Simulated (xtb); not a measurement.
MgFBr, SMILES [F][Mg][Br]. All values are semi-empirical tight-binding results from xtb (GFN2-xTB unless named), good for trends rather than for accurate numbers. Coordinates come from a GFN2-xTB optimisation.

For metal compounds this method's bond lengths and energies can be far off.

Computed properties:
point group as xtb finds it: Cs
orbital gap: 2.81 eV
zero-point energy: 1.5 kcal/mol
G − E(el) at 298.15 K (modified RRHO): -16.5 kcal/mol
